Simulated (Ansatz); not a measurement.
Consider the cleavage of the Si–Si bond: `BN[SiH2][SiH3]` + `BO[SiH2]S` → `BO[SiH2]S[SiH3]` + `BN[SiH3]`.

Gas-phase electronic energies from Ansatz, PBE0-D4/def2-TZVP geometries. CBS: MP2 limit from def2 TZ/QZ plus the TZ coupled-cluster correction, frozen cores. DFT in def2-TZVPP. One conformer a species, not always the lowest.

```json
{"level": "PBE-D4", "ΔE (kcal/mol)": "-12.9"}
{"level": "B2PLYP", "ΔE (kcal/mol)": "-15.1"}
{"level": "PBE", "ΔE (kcal/mol)": "-11.9"}
{"level": "MP2/def2-TZVPP", "ΔE (kcal/mol)": "-17.7"}
{"level": "CCSD(T)/def2-TZVPP", "ΔE (kcal/mol)": "-15.0"}
{"level": "HF/def2-QZVPP", "ΔE (kcal/mol)": "-16.5"}
{"level": "MP2/def2-QZVPP", "ΔE (kcal/mol)": "-18.3"}
{"level": "CCSD/CBS(def2)", "ΔE (kcal/mol)": "-15.8"}
```

Q: What does CCSD(T)/CBS give? (Estimate.)

A: Ansatz gave: -15.9 kcal/mol. The listed levels differ from it by 3.0, 0.8, 4.0, -1.8, 0.9, -0.6, -2.4, 0.1 kcal/mol.

Largest T1 diagnostic among the species: 0.013.

From PBE to PBE0 (25 % exact exchange), in def2-TZVPP and without D4, ΔE moves by −1.3 kcal/mol. The D4 term adds −1.6 kcal/mol with B3LYP and −0.8 kcal/mol with PBE0; it sums over pairs of atoms, weighted by their polarisabilities, and B3LYP, whose exchange is more repulsive, gets the larger term.

B3LYP here is the variant with VWN-RPA as its local correlation; programs differ in this.
